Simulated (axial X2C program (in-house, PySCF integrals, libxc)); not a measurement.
Outer orbitals of SrP⁺ at 2.805 Å, TPSSh

Calculated with an in-house relativistic program for diatomic molecules. Spin-free means the one-electron spin-free X2C Hamiltonian; two-component (2c) means X2C with spin–orbit coupling and atomic mean-field two-electron Coulomb and Gaunt terms, so the difference of the two also holds small scalar two-electron terms. Basis: Sr dyall-cv3z [13s12p8d5f1g], P dyall-v3z [8s7p2d1f] (cores contracted in-house); Gaussian nuclei, density fitting, unrestricted open shells. Masses: Sr 87.906 u, P 30.974 u.

The distance is close to the 2c PBE0 minimum; the highest filled and lowest empty levels are listed.

Spin-free orbitals, state M_S = 1, Λ = 0 (beyond evenly filled blocks: π+α, π-α) (Löwdin shares):

```csv
symmetry,occupied,ε (eV),atomic character
π+α,yes,-29.43,100% Sr p
π-α,yes,-29.43,100% Sr p
π-β,yes,-29.39,100% Sr p
π+β,yes,-29.39,100% Sr p
σα,yes,-29.19,98% Sr p
σβ,yes,-29.14,98% Sr p
σα,yes,-18.62,"80% P s, 7% Sr p, 6% Sr d"
σβ,yes,-16.48,"78% P s, 8% Sr p, 7% Sr d"
π+α,yes,-10.12,"84% P p, 9% Sr d, 3% Sr p"
π-α,yes,-10.12,"84% P p, 9% Sr d, 3% Sr p"
σα,yes,-9.77,"73% P p, 13% Sr s, 8% Sr d"
σβ,yes,-9.25,"70% P p, 15% Sr s, 9% Sr d"
π+β,no,-7.25,"68% P p, 25% Sr d, 5% Sr p"
π-β,no,-7.25,"68% P p, 25% Sr d, 5% Sr p"
σα,no,-6.95,"70% Sr s, 14% Sr d, 10% Sr p"
σβ,no,-6.91,"66% Sr s, 16% Sr d, 11% Sr p"
```

Spinors with spin–orbit coupling (state Ω = 1):

```tsv
ω	occupied	ε (eV)	atomic character	λ mixture
-1/2	yes	-30.08	100% Sr p	77% π, 23% σ
1/2	yes	-30.07	100% Sr p	74% π, 26% σ
3/2	yes	-29.05	100% Sr p	100% π
-3/2	yes	-29.01	100% Sr p	100% π
1/2	yes	-28.87	98% Sr p	74% σ, 26% π
-1/2	yes	-28.84	98% Sr p	77% σ, 23% π
1/2	yes	-18.62	80% P s, 7% Sr p, 6% Sr d	100% σ
-1/2	yes	-16.48	78% P s, 8% Sr p, 7% Sr d	100% σ
-1/2	yes	-10.14	84% P p, 9% Sr d, 3% Sr p	100% π
3/2	yes	-10.11	84% P p, 10% Sr d, 3% Sr p	100% π
1/2	yes	-9.77	73% P p, 13% Sr s, 8% Sr d	100% σ
-1/2	yes	-9.25	70% P p, 15% Sr s, 10% Sr d	100% σ
1/2	no	-7.27	68% P p, 25% Sr d, 5% Sr p	100% π
-3/2	no	-7.24	68% P p, 26% Sr d, 4% Sr p	100% π
1/2	no	-6.95	70% Sr s, 14% Sr d, 10% Sr p	100% σ
-1/2	no	-6.91	66% Sr s, 16% Sr d, 11% Sr p	100% σ
```

Mulliken charges and populations of the two-component result (they depend on the basis, above all on diffuse functions):

Sr 1.17 e (s 8.36 p 18.08 d 10.37 f 0.03), P -0.17 e (s 5.96 p 9.18 d 0.03). ⟨Lz⟩ = 0.00 ħ and ⟨Sz⟩ = 1.00 ħ (0.11 and 0.89 on the two atoms), which add up to Ω.

The state is a single determinant with fixed occupations, the lowest that a limited PBE0 search found. Density functionals use the spin component along the axis (collinear). Other states lie close and PBE0, whose exact exchange favours high spin, may order them wrongly; the determinant shown need not be the ground state. The nearest other spin-free determinant of the search, M_S = 0, Λ = 2, lies 0.94 eV up at the distance of the search. With several unpaired electrons one determinant need not be a pure state. Open-shell Ω = 0 determinants with evenly filled partner blocks cannot be reached by this program, so the Ω shown need not be the lowest component. This is the Ω = 1 component of a π² triplet; the 0⁺ component is not one determinant and can lie lowest.
